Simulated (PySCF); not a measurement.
Ionisation energy of Ne⁺ by level of theory

Ne⁺ [He] 2s2 2p5 (2P) → Ne²⁺ [He] 2s2 2p4 (3P), as a difference of total energies. Computed with PySCF 2.14 in x2c-SVPall, with scalar relativity by spin-free X2C-1e. Correlated levels: valence: 1s2 frozen. The calculations carry no spin-orbit coupling.

Task: Order these methods by the ionisation energy they give, lowest first.
A. MP2 (valence)
B. B3LYP
C. LDA
D. UHF

Result: D (39.526 eV), A (40.640 eV), B (41.510 eV), C (41.662 eV).

Errors of the correlated levels include the incompleteness of this basis and the frozen core.

For comparison: 40.963 eV (measured; NIST Atomic Spectra Database, ionization energies).
